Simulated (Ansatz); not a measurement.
Reaction (ligand exchange at the Si–S bond): `CO[SiH](Cl)SC` + H₂S → `CO[SiH](S)Cl` + CH₃SH

Gas-phase electronic energies from Ansatz, PBE0-D4/def2-TZVP geometries. CBS: MP2 limit from def2 TZ/QZ plus the TZ coupled-cluster correction, frozen cores. This one scheme is used for every species. One conformer a species, not always the lowest.

| species | MP2/def2-QZVPP energy (Eh) |
| --- | --- |
| `CO[SiH](Cl)SC` | -1302.06055 |
| H₂S | -398.92680 |
| `CO[SiH](S)Cl` | -1262.82899 |
| CH₃SH | -438.15657 |

Work out ΔE.

ΔE = (-1262.82899) + (-438.15657) − (-1302.06055) − (-398.92680) = 0.00179 Eh = +0.05 eV. CCSD(T)/CBS gives +0.04 eV.

Largest T1 diagnostic among the species: 0.011.

In def2-TZVPP, CCSD(T) changes the Hartree–Fock value by +0.05 eV (the triples alone add +0.01 eV) and MP2 by +0.06 eV. The D4 term adds +0.06 eV with B3LYP and +0.03 eV with PBE0; it sums over pairs of atoms, weighted by their polarisabilities, and B3LYP, whose exchange is more repulsive, gets the larger term.

B3LYP here is the variant with VWN-RPA as its local correlation; programs differ in this.
